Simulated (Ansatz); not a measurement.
BF3H3P, relaxed with RKS PBE0-D4/def2-TZVP in the Gaussian-basis code of Ansatz from a PBE-D4/def2-SVP geometry. The force threshold is 0.005 eV/Å; the program also tests the step.

Total charge 0; spin multiplicity 1. The bonds changed during the relaxation, so this is another structure than the one it started from.

Start:

```xyz
8

F     0.509   -1.850   -1.021
B     0.872   -0.584   -1.229
F     0.238    0.134   -2.158
F     2.040   -0.152   -0.753
P    -0.608    0.411    0.863
H    -2.032    0.243    0.912
H    -0.383   -0.013    2.214
H    -0.636    1.811    1.171
```

(1) By how much does the energy fall, and how many steps does the optimiser take? (Best estimate.)

(2) Which bonds change most? (Best estimate.)

(3) Give the relaxed structure. (An estimate is asked.)

Results:

(1) Computed: 0.03 eV, in 7 steps.

(2) Computed: P5–H8 from 1.434 to 1.416 Å; P5–H7 from 1.434 to 1.416 Å; P5–H6 from 1.434 to 1.416 Å; F1–B2 from 1.334 to 1.318 Å.

(3) The calculation gave: 
```xyz
8

F     0.550   -1.862   -1.075
B     0.923   -0.618   -1.301
F     0.281    0.102   -2.199
F     2.061   -0.178   -0.804
P    -0.654    0.438    0.922
H    -2.059    0.276    0.977
H    -0.427    0.021    2.255
H    -0.675    1.820    1.225
```
